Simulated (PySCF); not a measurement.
Computed IR spectrum (relative IR intensity) of a molecule CH11NOSi3. Geometry optimised at PBE-D3(BJ)/def2-SVP. One conformer was computed; it need not be the lowest. All values below come from PBE-D3(BJ)/def2-SVP (PySCF). Frequencies are harmonic and unscaled.

Lines under 2 % of the strongest are left out, and lines within 2 cm⁻¹ are merged.

```csv
ν (cm⁻¹),relative intensity
218,6.2
232,12
280,16
405,7.2
449,25
469,27
486,4.9
639,4.0
658,5.5
683,17
702,62
731,24
786,100
810,51
843,21
855,17
873,29
877,22
900,18
905,18
925,59
960,68
1122,4.3
1135,32
1347,20
1403,10
2099,73
2135,25
2150,64
2163,30
2175,46
2181,45
2864,22
2974,3.5
3491,14
3759,26
```

Question: Which structure fits?
A) N[SiH2]CO[SiH2][SiH3]
B) O[Si@@H]([SiH3])CN[SiH3]
C) N[C@H]([SiH3])[SiH2][SiH2]O
D) O[SiH2][SiH2]NC[SiH3]

Answer: B, O[Si@@H]([SiH3])CN[SiH3]
